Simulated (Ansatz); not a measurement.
Cartesian coordinates (Å):
SMILES: [SiH3]O[SiH3]
```xyz
9

Si    -1.3184    -0.1413    -0.1366
O      0.3089    -0.2922    -0.2213
Si     1.7994     0.1775     0.2643
H     -1.7232     1.2306    -0.5235
H     -1.7841    -0.4109     1.2440
H     -1.9253    -1.1185    -1.0647
H      1.9692    -0.0863     1.7124
H      1.9848     1.6260     0.0123
H      2.8023    -0.5920    -0.5016
```
Charge 0, spin multiplicity 1.

All values below come from frozen-core CCSD(T)/cc-pVQZ // B3LYP-D3(BJ)/def2-TZVP (Ansatz, a first-principles code).

```yaml
HF energy: -656.38385 Ha
MP2 correlation energy: -0.52835 Ha
```

Estimate the CCSD correlation energy, the (T) correction, the total energy and the T1 diagnostic.


The CCSD correlation energy is -0.56616 Ha and the (T) correction comes out as -0.01860 Ha. The CCSD(T) total energy is -656.96860 Ha and the T1 diagnostic is 0.011.
